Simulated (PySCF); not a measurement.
Computed IR spectrum (relative IR intensity) of a molecule C2H5NOSi. Geometry: B3LYP-D3(BJ)/def2-SVP. The values are those of a single conformer. These are B3LYP-D3(BJ)/def2-SVP (PySCF) values and carry that method's errors. Frequencies are harmonic and unscaled.

ν (cm⁻¹): 64 (vw), 117 (vw), 183 (s), 499 (vw), 697 (m), 725 (m), 783 (s), 837 (m), 858 (m), 945 (vs), 994 (s), 1184 (m), 1411 (vw), 2231 (vs), 2373 (w), 3881 (s) (against the strongest line: vs over 80 %, s over 45 %, m over 15 %, w over 4 %, vw less)

Problem. Which structure fits?
A. O[Si@@H]1C=NC1
B. N#CC[SiH2]O
C. O=C/N=C/[SiH3]
D. N[Si@H]1C=CO1

Solution. B, N#CC[SiH2]O
